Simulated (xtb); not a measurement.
RbI, SMILES [Rb][I]. All values are semi-empirical tight-binding results from xtb (GFN2-xTB unless named), good for trends rather than for accurate numbers. Coordinates come from a GFN2-xTB optimisation.

Optimised geometry:

```xyz
2

Rb     0.0000     0.0000    -1.9154
I      0.0000     0.0000     1.3372
```

For metal compounds this method's bond lengths and energies can be far off.

- point group as xtb finds it: C∞v
- orbital gap: 2.25 eV

**Question.** Give the atomic charges and the Wiberg bond orders between heavy atoms. (An estimate is asked for; the answer gives what the named calculation found.)

**Answer.** charges (e) Rb1 0.48, I2 -0.48. Bond orders Rb1–I2 0.92.
